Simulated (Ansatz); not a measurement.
CH₇InN₂, SMILES `N[CH2][InH][NH2]`, charge 0, multiplicity 1.

(1) Give a relaxed structure at PBE0-D4/def2-TZVP (Ansatz 0.2.0). (Estimate.)

Answers

(1) Computed: 
Z-matrix (Å, degrees):
```
C
In 1 2.185
N 1 1.457 2 116.0
H 1 1.092 2 108.5 3 -123.0
H 1 1.092 2 108.5 3 123.0
N 2 2.024 1 108.8 3 0.1
H 2 1.720 1 138.1 3 -179.9
H 3 1.012 1 111.1 2 -59.3
H 3 1.012 1 111.1 2 59.2
H 6 1.007 2 124.8 1 0.0
H 6 1.006 2 124.6 1 -180.0
```
Point group Cs.
This is one stationary point; other conformers may exist.
